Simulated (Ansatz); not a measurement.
# Abstraction of H: C2H8Si2 + C2H7Ge → C2H7Si2 + C2H8Ge

Species: C2H8Si2 `[SiH3]/C=C/[SiH3]`, singlet; C2H7Ge `[CH2][CH2][GeH3]`, doublet; C2H7Si2 `[SiH2]/C=C/[SiH3]`, doublet; C2H8Ge (ethylgermane) `C[CH2][GeH3]`, singlet. A radical takes H: the energy is the difference in strength between the Si–H bond broken and the C–H bond made.

Shapes, held fixed at every level: PBE0-D4/def2-TZVP. Flexible molecules stand in one conformer, not always the lowest. Programs: Ansatz 0.2.0. The zero-point and thermal change to 298 K, harmonic and unscaled (PBE0-D4/def2-TZVP), is +11.9 kJ/mol.

Task: Estimate ΔH(298 K) of this reaction.

Result: B2PLYP/def2-TZVPP gives ΔH(298 K) = -33.3 kJ/mol; the levels span -56.7 to -17.4. The median of the levels is -33.3. No measured value is set beside it here. Spin contamination: C2H7Si2 (⟨S²⟩ up to 0.91). Open shells run unrestricted. Relativity is left out for Ge. Outer-core shells of Ge are correlated, in sets that cover them unevenly. Times are processor times on shared x86 and Arm servers, and rough.

| level | kind | ΔH(298 K) (kJ/mol) | CPU time (sum over the molecules) |
| --- | --- | --- | --- |
| HF/def2-SVP | Hartree–Fock | -23.7 | – |
| HF/def2-TZVPP | Hartree–Fock | -17.4 | – |
| SPW92/def2-TZVPP | LDA | -56.7 | 19 s |
| B3LYP-D4/def2-TZVPP | global hybrid | -34.5 | 62 s |
| BHLYP-D4/def2-TZVPP | global hybrid | -27.6 | 58 s |
| PBE0-D4/def2-TZVPP | global hybrid | -41.9 | 50 s |
| B2PLYP/def2-TZVPP | double hybrid | -33.3 | 82 s |
